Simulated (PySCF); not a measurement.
Species: C₄H₇Cl₂, charge 0, multiplicity 2. It need not be the lowest isomer of its formula. SMILES: [CH](C[C@@H](Cl)C)Cl
Coordinates optimised at B3LYP-D3(BJ)/def2-TZVP (Ansatz):
```xyz
13

C     -2.4075     0.6076     0.3975
C     -1.0315     0.1406    -0.0291
C      0.0491     0.4353     1.0193
C      1.4285     0.0816     0.6144
Cl     2.1971     1.0101    -0.6075
Cl    -1.0734    -1.6508    -0.3642
H     -2.3959     1.6903     0.5459
H     -3.1517     0.3714    -0.3616
H     -2.7060     0.1332     1.3333
H     -0.7468     0.5863    -0.9801
H     -0.1989    -0.1022     1.9379
H     -0.0077     1.5077     1.2380
H      1.8709    -0.8854     0.7924
```
Charge 0, spin multiplicity 2.

Dispersion corrections to the total energy (kcal/mol) from the dftd3 and dftd4 libraries through PySCF: D3(BJ) without and D4 with the three-body term, each with the damping fitted for the functional named.

| functional | D3(BJ) | D4 |
|---|---|---|
| BLYP | (withheld) | -16.68 |
| PBE | (withheld) | -7.57 |
| HF | (withheld) | -26.55 |
| PW6B95 | -4.06 | -6.31 |
| HSE06 | -5.39 | -5.97 |
| BP86 | -12.77 | -10.21 |
| B3LYP | -13.80 | -12.11 |

Question: What belongs in the gaps?

Answer: 
- BLYP, D3(BJ): -16.92
- PBE, D3(BJ): -8.01
- HF, D3(BJ): -54.95
